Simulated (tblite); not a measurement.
Compound: C6H11NOSi.
Atom-mapped SMILES: `[CH3:1][SiH2:2][CH2:3][CH2:4][c:5]1[n:6][cH:7][cH:8][o:9]1` (hydrogens: H10, H11, H12 on C1; H13, H14 on Si2; H15, H16 on C3; H17, H18 on C4; H19 on C7; H20 on C8)

Structure used (GFN2-xTB), in Å, numbered top down from 1:
```xyz
20
C6H11NOSi angstrom
C     -1.3207    1.5955   -0.1179
Si    -1.9849   -0.0235   -0.8484
C     -1.0653   -1.5485   -0.1574
C      0.4134   -1.6276   -0.5521
C      1.2046   -0.5352    0.0627
N      1.8492    0.4030   -0.5566
C      2.4058    1.1702    0.4274
C      2.0642    0.6437    1.6299
O      1.2988   -0.4472    1.4030
H     -0.3655    1.8625   -0.5598
H     -1.1801    1.5244    0.9578
H     -2.0080    2.4153   -0.3038
H     -3.3998   -0.1809   -0.4789
H     -1.8538   -0.0199   -2.3101
H     -1.1371   -1.5713    0.9312
H     -1.5591   -2.4526   -0.5163
H      0.5291   -1.5532   -1.6329
H      0.8302   -2.5844   -0.2213
H      2.9987    2.0303    0.1962
H      2.2751    0.9105    2.6442
```

All values are computed: GFN2-xTB (tblite) harmonic vibrations without scaling, gas phase. This tight-binding method is rough: wavenumbers can miss measured ones by several per cent, in bad cases by 10 to 20. Modes of hydrogen on silicon can be 10 to 20 % off. One conformer, not necessarily the lowest.

Harmonic wavenumbers (cm⁻¹): 25.9, 32.5, 72.7, 129.3, 168.2, 187.0, 227.2, 320.5, 396.4, 476.2, 587.1, 609.3, 634.3, 674.5, 678.4, 702.8, 753.6, 762.4, 768.3, 825.2, 833.2, 838.6, 844.0, 906.3, 921.6, 955.3, 1051.4, 1067.1, 1105.2, 1126.4, 1161.1, 1180.0, 1241.2, 1292.1, 1315.3, 1333.1, 1372.2, 1459.0, 1481.6, 1487.9, 1491.8, 1494.4, 1583.0, 2201.7, 2230.2, 2936.7, 2976.1, 2990.8, 3014.8, 3027.2, 3043.6, 3047.7, 3183.6, 3198.0.

A = 2373, B = 991.1, C = 845.4 MHz; mass 141.061 u (most abundant isotopes); point group C1, symmetry number 1.

Q: What is the zero-point energy?

A: ½Σν̃ = 34212 cm⁻¹ = 409.26 kJ/mol.

Q: Entropy at 500 K, 1 bar (ideal gas, RRHO, classical rotation)?

A: Translation 181.33, rotation 129.75, vibration 229.82: S = 540.9 J/(mol K).

Q: And Cp and H(500 K) − H(0)?

A: Cp = 254.50 J/(mol K), of which vibrations give 221.24 (their classical limit is 54 R = 449.0); H(500 K) − H(0) = 73.07 kJ/mol without the zero-point energy, 56.44 from vibrations.

Q: How do the functions run with temperature in this model?

A: 
| T (K) | S (J/(mol K)) | Cp (J/(mol K)) | H − H(0) (kJ/mol) | G − H(0) (kJ/mol) | ln q(vib) |
| --- | --- | --- | --- | --- | --- |
| 150 | 344.6 | 98.6 | 10.43 | -41.26 | 4.48 |
| 250 | 405.0 | 143.8 | 22.45 | -78.80 | 7.27 |
| 298.15 | 432.4 | 167.7 | 29.95 | -98.97 | 8.58 |
| 400 | 488.5 | 215.3 | 49.51 | -145.88 | 11.34 |
| 600 | 590.2 | 286.3 | 100.17 | -253.96 | 16.76 |
| 900 | 720.0 | 352.2 | 196.83 | -451.13 | 24.52 |

q(vib) and H(0) count from the zero-point level.

Q: Which modes carry the vibrational entropy at 500 K?

A: 25.9 cm⁻¹: 29.91; 32.5 cm⁻¹: 28.02; 72.7 cm⁻¹: 21.34; 129.3 cm⁻¹: 16.58; 168.2 cm⁻¹: 14.43; 187.0 cm⁻¹: 13.57 J/(mol K); the other 48 give 105.98 together.

Hindered rotation and anharmonicity are outside this model. Other conformers, if any are populated, would add a mixing term that is left out. The structure is chiral; the term R ln 2 for an equal mix with its mirror image is left out.

The run took 0.71 s wall on one thread, Arm Neoverse V2 (aarch64), shared host with 192 logical CPUs at a one-minute load of 23. This covers the Hessian and the dipole derivatives.
